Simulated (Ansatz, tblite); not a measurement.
Removing and adding an electron: W(NH)2(OH)2 (WN₂O₂H₄). The state is a singlet with charge 0. Geometry: PBE-D4/def2-SVP. Ansatz, gas phase; energy differences of separate SCF runs; the oxidised species was run as a doublet alone; the reduced species was run as a doublet alone.

Cartesian coordinates in Å:
```
W 0.068 -0.069 -0.092
N -1.644 -0.332 0.265
H -2.535 -0.192 0.748
N 0.772 1.209 0.909
H 0.783 1.954 1.609
O 0.232 0.498 -1.922
H -0.505 0.346 -2.542
O 0.981 -1.717 0.290
H 1.848 -1.697 0.734
```

In the def2 sets W takes a core potential; there is no spin–orbit coupling. The xTB rows come from tblite.

Q: Estimate orbital energies and vertical ionisation energies and electron affinities at: GFN1-xTB; GFN2-xTB; PBE-D4/def2-TZVP; PBE-D4/def2-TZVPD; r2SCAN-D4/def2-TZVP; r2SCAN-D4/def2-TZVPD; PBE0-D4/def2-TZVP; PBE0-D4/def2-TZVPD.

A: 
```
               level  −HOMO (eV)  vertical IE (eV)  −LUMO (eV)  vertical EA (eV)  HOMO–LUMO gap (eV)  IE − EA (eV)                       remarks
            GFN1-xTB       10.38             13.57        5.97              2.98                4.41         10.59                             –
            GFN2-xTB        9.62             12.96        6.55              3.72                3.08          9.24                             –
    PBE-D4/def2-TZVP        6.22              9.24        1.61                 –                4.60             –                             –
   PBE-D4/def2-TZVPD        6.31                 –        1.78             -0.37                4.53             –  HOMO above zero (-1 doublet)
 r2SCAN-D4/def2-TZVP        6.51              9.33        1.52                 –                5.00             –                             –
r2SCAN-D4/def2-TZVPD        6.57                 –        1.62             -0.53                4.94             –  HOMO above zero (-1 doublet)
   PBE0-D4/def2-TZVP        7.58              9.52        0.82                 –                6.76             –                             –
  PBE0-D4/def2-TZVPD        7.65                 –        0.98             -0.53                6.66             –  HOMO above zero (-1 doublet)
```

   A HOMO above zero means that the electron is unbound at that level or that self-interaction error raises the level; the energy of removing that electron tells which. Raw xTB energy differences between charge states are shifted by several eV; the methods need an empirical correction for them. A negative affinity means that the extra electron isn't bound; its size then hangs on the basis.
